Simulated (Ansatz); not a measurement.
Ansatz (a first-principles code) input (B3LYP-D3(BJ)/def2-TZVP):

Ansatz 0.2 input:
```yaml
crystal:
  periodic: [false, false, false]
  atoms:
    - {symbol: Si, position_ang: [-0.66022217, -0.36529988, -0.01831391]}
    - {symbol: F, position_ang: [-1.33033620, 1.07960417, -0.10893525]}
    - {symbol: Cl, position_ang: [1.37319119, -0.14594638, 0.07402386]}
    - {symbol: H, position_ang: [-1.00303459, -1.10929614, -1.23886054]}
    - {symbol: H, position_ang: [-1.12507936, -1.01185463, 1.21726677]}
basis:
  gaussian:
    orbitals: def2-TZVP
hamiltonian:
  xc: b3lyp
  dispersion: d3bj
phonons: {temperatures: {t_min: 298.15, t_max: 298.15, t_step: 100}}
```

Output:

```
Functional definition: B3LYP
integrals: 0.04 GiB planned
768 factors; their error is unknown
mean field: 0.36 GiB planned
mean field evaluation 1: about -23153.9852 eV, gradient 3.4e1 eV
mean field evaluation 2: about -23151.3527 eV, gradient 5.7e1 eV
mean field evaluation 4: about -23155.6314 eV, gradient 1.2e0 eV
mean field evaluation 8: about -23155.6993 eV, gradient 1.2e-1 eV
mean field evaluation 16: about -23155.6993 eV, gradient 5.5e-5 eV
mean field -23155.69934003 eV, -850.9562552494 hartree, gradient 5.5e-5 eV, S^2 0.000000; 0 other end points of the search recorded, 0 dependent functions left out
the calculation of the forces begins
reference -23155.69956438 eV, -850.9562634941 hartree; 21, 21 occupied and 96, 96 virtual orbitals, 768 factors
these checks for a lower state are left out or cut short: stability, starts, cluster_reference, orbital_swaps, neighbouring_geometries, increment
integrals: 0.04 GiB planned
768 factors; their error is unknown
mean field: 0.36 GiB planned
mean field -23155.69923856 eV, -850.9562515204 hartree, gradient 3.0e-6 eV, S^2 0.000000; 0 other end points of the search recorded, 0 dependent functions left out
the calculation of the forces begins
reference -23155.69946285 eV, -850.9562597630 hartree; 21, 21 occupied and 96, 96 virtual orbitals, 768 factors
these checks for a lower state are left out or cut short: stability, starts, cluster_reference, orbital_swaps, neighbouring_geometries, increment
integrals: 0.04 GiB planned
768 factors; their error is unknown
mean field: 0.36 GiB planned
mean field -23155.69925109 eV, -850.9562519809 hartree, gradient 6.3e-7 eV, S^2 0.000000; 0 other end points of the search recorded, 0 dependent functions left out
the calculation of the forces begins
reference -23155.69947550 eV, -850.9562602278 hartree; 21, 21 occupied and 96, 96 virtual orbitals, 768 factors
these checks for a lower state are left out or cut short: stability, starts, cluster_reference, orbital_swaps, neighbouring_geometries, increment
integrals: 0.04 GiB planned
768 factors; their error is unknown
mean field: 0.36 GiB planned
mean field evaluation 32: about -23155.6992 eV, gradient 1.5e-1 eV
mean field -23155.69921841 eV, -850.9562507798 hartree, gradient 2.5e-6 eV, S^2 0.000000; 0 other end points of the search recorded, 0 dependent functions left out
the calculation of the forces begins
reference -23155.69944274 eV, -850.9562590238 hartree; 21, 21 occupied and 96, 96 virtual orbitals, 768 factors
these checks for a lower state are left out or cut short: stability, starts, cluster_reference, orbital_swaps, neighbouring_geometries, increment
integrals: 0.04 GiB planned
768 factors; their error is unknown
mean field: 0.36 GiB planned
mean field -23155.69922689 eV, -850.9562510915 hartree, gradient 2.4e-6 eV, S^2 0.000000; 0 other end points of the search recorded, 0 dependent functions left out
the calculation of the forces begins
reference -23155.69945126 eV, -850.9562593370 hartree; 21, 21 occupied and 96, 96 virtual orbitals, 768 factors
these checks for a lower state are left out or cut short: stability, starts, cluster_reference, orbital_swaps, neighbouring_geometries, increment
integrals: 0.04 GiB planned
768 factors; their error is unknown
mean field: 0.36 GiB planned
mean field -23155.69929325 eV, -850.9562535302 hartree, gradient 1.1e-6 eV, S^2 0.000000; 0 other end points of the search recorded, 0 dependent functions left out
the calculation of the forces begins
reference -23155.69951760 eV, -850.9562617748 hartree; 21, 21 occupied and 96, 96 virtual orbitals, 768 factors
these checks for a lower state are left out or cut short: stability, starts, cluster_reference, orbital_swaps, neighbouring_geometries, increment
integrals: 0.04 GiB planned
768 factors; their error is unknown
mean field: 0.36 GiB planned
mean field -23155.69933680 eV, -850.9562551305 hartree, gradient 1.3e-6 eV, S^2 0.000000; 0 other end points of the search recorded, 0 dependent functions left out
the calculation of the forces begins
reference -23155.69956115 eV, -850.9562633754 hartree; 21, 21 occupied and 96, 96 virtual orbitals, 768 factors
these checks for a lower state are left out or cut short: stability, starts, cluster_reference, orbital_swaps, neighbouring_geometries, increment
integrals: 0.04 GiB planned
768 factors; their error is unknown
mean field: 0.36 GiB planned
mean field -23155.69930549 eV, -850.9562539800 hartree, gradient 1.2e-6 eV, S^2 0.000000; 0 other end points of the search recorded, 0 dependent functions left out
the calculation of the forces begins
reference -23155.69952986 eV, -850.9562622254 hartree; 21, 21 occupied and 96, 96 virtual orbitals, 768 factors
these checks for a lower state are left out or cut short: stability, starts, cluster_reference, orbital_swaps, neighbouring_geometries, increment
integrals: 0.04 GiB planned
768 factors; their error is unknown
mean field: 0.36 GiB planned
mean field evaluation 64: about -23155.6992 eV, gradient 1.2e-1 eV
mean field -23155.69927812 eV, -850.9562529742 hartree, gradient 1.1e-6 eV, S^2 0.000000; 0 other end points of the search recorded, 0 dependent functions left out
the calculation of the forces begins
reference -23155.69950245 eV, -850.9562612183 hartree; 21, 21 occupied and 96, 96 virtual orbitals, 768 factors
these checks for a lower state are left out or cut short: stability, starts, cluster_reference, orbital_swaps, neighbouring_geometries, increment
integrals: 0.04 GiB planned
768 factors; their error is unknown
mean field: 0.36 GiB planned
mean field -23155.69933717 eV, -850.9562551444 hartree, gradient 2.5e-6 eV, S^2 0.000000; 0 other end points of the search recorded, 0 dependent functions left out
the calculation of the forces begins
reference -23155.69956159 eV, -850.9562633917 hartree; 21, 21 occupied and 96, 96 virtual orbitals, 768 factors
these checks for a lower state are left out or cut short: stability, starts, cluster_reference, orbital_swaps, neighbouring_geometries, increment
integrals: 0.04 GiB planned
768 factors; their error is unknown
mean field: 0.36 GiB planned
mean field -23155.69922849 eV, -850.9562511502 hartree, gradient 2.5e-6 eV, S^2 0.000000; 0 other end points of the search recorded, 0 dependent functions left out
the calculation of the forces begins
reference -23155.69945277 eV, -850.9562593924 hartree; 21, 21 occupied and 96, 96 virtual orbitals, 768 factors
these checks for a lower state are left out or cut short: stability, starts, cluster_reference, orbital_swaps, neighbouring_geometries, increment
integrals: 0.04 GiB planned
768 factors; their error is unknown
mean field: 0.36 GiB planned
mean field -23155.69933729 eV, -850.9562551487 hartree, gradient 1.6e-6 eV, S^2 0.000000; 0 other end points of the search recorded, 0 dependent functions left out
the calculation of the forces begins
reference -23155.69956165 eV, -850.9562633938 hartree; 21, 21 occupied and 96, 96 virtual orbitals, 768 factors
these checks for a lower state are left out or cut short: stability, starts, cluster_reference, orbital_swaps, neighbouring_geometries, increment
integrals: 0.04 GiB planned
768 factors; their error is unknown
mean field: 0.36 GiB planned
mean field -23155.69933359 eV, -850.9562550126 hartree, gradient 1.8e-6 eV, S^2 0.000000; 0 other end points of the search recorded, 0 dependent functions left out
the calculation of the forces begins
reference -23155.69955793 eV, -850.9562632570 hartree; 21, 21 occupied and 96, 96 virtual orbitals, 768 factors
these checks for a lower state are left out or cut short: stability, starts, cluster_reference, orbital_swaps, neighbouring_geometries, increment
integrals: 0.04 GiB planned
768 factors; their error is unknown
mean field: 0.36 GiB planned
mean field evaluation 96: about -23155.6993 eV, gradient 3.9e-2 eV
mean field -23155.69931748 eV, -850.9562544208 hartree, gradient 1.6e-6 eV, S^2 0.000000; 0 other end points of the search recorded, 0 dependent functions left out
the calculation of the forces begins
reference -23155.69954183 eV, -850.9562626655 hartree; 21, 21 occupied and 96, 96 virtual orbitals, 768 factors
these checks for a lower state are left out or cut short: stability, starts, cluster_reference, orbital_swaps, neighbouring_geometries, increment
integrals: 0.04 GiB planned
768 factors; their error is unknown
mean field: 0.36 GiB planned
mean field -23155.69934289 eV, -850.9562553546 hartree, gradient 2.1e-6 eV, S^2 0.000000; 0 other end points of the search recorded, 0 dependent functions left out
the calculation of the forces begins
reference -23155.69956725 eV, -850.9562635995 hartree; 21, 21 occupied and 96, 96 virtual orbitals, 768 factors
these checks for a lower state are left out or cut short: stability, starts, cluster_reference, orbital_swaps, neighbouring_geometries, increment
integrals: 0.04 GiB planned
768 factors; their error is unknown
mean field: 0.36 GiB planned
mean field -23155.69931136 eV, -850.9562541959 hartree, gradient 1.6e-6 eV, S^2 0.000000; 0 other end points of the search recorded, 0 dependent functions left out
the calculation of the forces begins
reference -23155.69953571 eV, -850.9562624404 hartree; 21, 21 occupied and 96, 96 virtual orbitals, 768 factors
these checks for a lower state are left out or cut short: stability, starts, cluster_reference, orbital_swaps, neighbouring_geometries, increment
integrals: 0.04 GiB planned
768 factors; their error is unknown
mean field: 0.36 GiB planned
mean field -23155.69932779 eV, -850.9562547995 hartree, gradient 2.3e-6 eV, S^2 0.000000; 0 other end points of the search recorded, 0 dependent functions left out
the calculation of the forces begins
reference -23155.69955214 eV, -850.9562630444 hartree; 21, 21 occupied and 96, 96 virtual orbitals, 768 factors
these checks for a lower state are left out or cut short: stability, starts, cluster_reference, orbital_swaps, neighbouring_geometries, increment
integrals: 0.04 GiB planned
768 factors; their error is unknown
mean field: 0.36 GiB planned
mean field -23155.69928766 eV, -850.9562533247 hartree, gradient 1.2e-6 eV, S^2 0.000000; 0 other end points of the search recorded, 0 dependent functions left out
the calculation of the forces begins
reference -23155.69951199 eV, -850.9562615689 hartree; 21, 21 occupied and 96, 96 virtual orbitals, 768 factors
these checks for a lower state are left out or cut short: stability, starts, cluster_reference, orbital_swaps, neighbouring_geometries, increment
integrals: 0.04 GiB planned
768 factors; their error is unknown
mean field: 0.36 GiB planned
mean field evaluation 128: about -23155.6993 eV, gradient 8.6e-5 eV
mean field -23155.69930661 eV, -850.9562540213 hartree, gradient 1.7e-6 eV, S^2 0.000000; 0 other end points of the search recorded, 0 dependent functions left out
the calculation of the forces begins
reference -23155.69953098 eV, -850.9562622666 hartree; 21, 21 occupied and 96, 96 virtual orbitals, 768 factors
Total energy: -23155.85941905 eV, -850.9621380447 hartree
Atom 0 at    -0.660222    -0.365300    -0.018314 Å, force     0.000181    -0.000612     0.000033 eV/Å
Atom 1 at    -1.330336     1.079604    -0.108935 Å, force     0.000093     0.000531    -0.000016 eV/Å
Atom 2 at     1.373191    -0.145946     0.074024 Å, force    -0.000615     0.000062    -0.000033 eV/Å
Atom 3 at    -1.003035    -1.109296    -1.238861 Å, force     0.000140     0.000034     0.000618 eV/Å
Atom 4 at    -1.125079    -1.011855     1.217267 Å, force     0.000201    -0.000015    -0.000602 eV/Å
Dipole moment:    -0.113885    -0.261009     0.004696 e Å
Vibrations: 246.38 550.79 643.58 733.54 878.88 924.51 976.11 2283.84 2297.07 cm⁻¹, zero-point energy 0.591076 eV
```
